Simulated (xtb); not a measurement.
aniline (C$_{6}$H$_{7}$N), singlet, geometry from GFN2-xTB; GFN2-xTB in xtb 6.7.1.

Here is a job for xtb.
```
$ xtb coord --gfn 2 --json

# file coord
$coord
      4.2877668449      -0.6536402794       0.5023208946  n
      1.7339431689      -0.2403391480       0.1507667722  c
      0.6119851032       1.9990447400       0.9729995914  c
     -1.9637705642       2.3482679420       0.7448309789  c
     -3.4690861250       0.4833841192      -0.3071818035  c
     -2.3680066038      -1.7440596666      -1.1297482161  c
      0.2061737500      -2.1092307964      -0.9088848879  c
      5.0792168760      -2.0020491967      -0.5829137265  h
      5.3655049981       0.8962198111       0.7447010980  h
      1.7818651306       3.4589547741       1.7942907979  h
     -2.8026389637       4.0950012120       1.3888724323  h
     -5.4814636765       0.7645372697      -0.4870063085  h
     -3.5241906144      -3.2097055674      -1.9572065249  h
      1.0599057904      -3.8498795451      -1.5536788869  h
$end
```

It wrote (shortened):

```
   ID    Z sym.   atoms
    1    7 n      1
    2    6 c      2-7
    3    1 h      8-14

           -------------------------------------------------
          |                Calculation Setup                |
           -------------------------------------------------

           -------------------------------------------------
          |                 G F N 2 - x T B                 |
           -------------------------------------------------

          ...................................................
          :                      SETUP                      :
          :.................................................:
          :  # basis functions                  35          :
          :  # atomic orbitals                  35          :
          :  # shells                           21          :
          :  # electrons                        36          :
          :  max. iterations                   250          :
          :  Hamiltonian                  GFN2-xTB          :
          :  restarted?                      false          :
          :  GBSA solvation                  false          :
          :  PC potential                    false          :
          :  electronic temp.          300.0000000     K    :
          :  accuracy                    1.0000000          :
          :  -> integral cutoff          0.2500000E+02      :
          :  -> integral neglect         0.1000000E-07      :
          :  -> SCF convergence          0.1000000E-05 Eh   :
          :  -> wf. convergence          0.1000000E-03 e    :
          :  Broyden damping             0.4000000          :
          :  net charge                          0          :
          :  unpaired electrons                  0          :
          ...................................................

 iter      E             dE          RMSdq      gap      omega  full diag
   1    -19.6388805 -0.196389E+02  0.394E+00    3.24       0.0  T
   2    -19.6665170 -0.276365E-01  0.247E+00    3.99       1.0  T
   3    -19.6664190  0.979889E-04  0.117E+00    3.95       1.0  T
   4    -19.6691439 -0.272495E-02  0.376E-01    3.95       1.0  T
   5    -19.6700440 -0.900083E-03  0.794E-02    3.98       1.0  T
   6    -19.6700557 -0.116499E-04  0.314E-02    3.97       1.0  T
   7    -19.6700549  0.758057E-06  0.130E-02    3.97       2.1  T
   8    -19.6700566 -0.163961E-05  0.256E-03    3.96      10.4  T
   9    -19.6700566 -0.232922E-07  0.155E-03    3.96      17.2  T
[...]
         :: total energy             -19.316691864047 Eh    ::
[...]

 Mol. C6AA /au·bohr⁶  :       2286.763929
 Mol. C8AA /au·bohr⁸  :      54588.826035
 Mol. α(0) /au        :         76.869840

Wiberg/Mayer (AO) data.
largest (>0.10) Wiberg bond orders for each atom

 ---------------------------------------------------------------------------
     #   Z sym  total        # sym  WBO       # sym  WBO       # sym  WBO
 ---------------------------------------------------------------------------
     1   7 n    3.240 --     2 c    1.149     9 h    0.956     8 h    0.956
     2   6 c    3.971 --     3 c    1.351     7 c    1.351     1 n    1.149
     3   6 c    3.988 --     4 c    1.461     2 c    1.351    10 h    0.969
                             6 c    0.104
     4   6 c    3.993 --     3 c    1.461     5 c    1.428    11 h    0.972
                             7 c    0.104
     5   6 c    3.991 --     6 c    1.428     4 c    1.428    12 h    0.972
     6   6 c    3.993 --     7 c    1.461     5 c    1.428    13 h    0.972
                             3 c    0.104
     7   6 c    3.988 --     6 c    1.461     2 c    1.351    14 h    0.969
                             4 c    0.104
     8   1 h    0.975 --     1 n    0.956
     9   1 h    0.975 --     1 n    0.956
    10   1 h    1.000 --     3 c    0.969
    11   1 h    0.999 --     4 c    0.972
    12   1 h    0.999 --     5 c    0.972
    13   1 h    0.999 --     6 c    0.972
    14   1 h    1.000 --     7 c    0.969
 ---------------------------------------------------------------------------

Topologies differ in total number of bonds
Writing topology from bond orders to xtbtopo.mol

molecular dipole:
                 x           y           z       tot (Debye)
 q only:        0.587      -0.011      -0.102
   full:        0.711       0.059      -0.282       1.951
molecular quadrupole (traceless):
                xx          xy          yy          xz          yz          zz
 q only:        3.408      -0.148      -0.996      -0.543       0.880      -2.412
  q+dip:        5.580       0.194       0.216      -1.216       3.648      -5.796
   full:        4.717       0.348      -0.510      -1.644       2.369      -4.207

           -------------------------------------------------
          | TOTAL ENERGY              -19.316691864047 Eh   |
          | GRADIENT NORM               0.000039593513 Eh/α |
          | HOMO-LUMO GAP               3.964534246883 eV   |
           -------------------------------------------------

normal termination of xtb
```
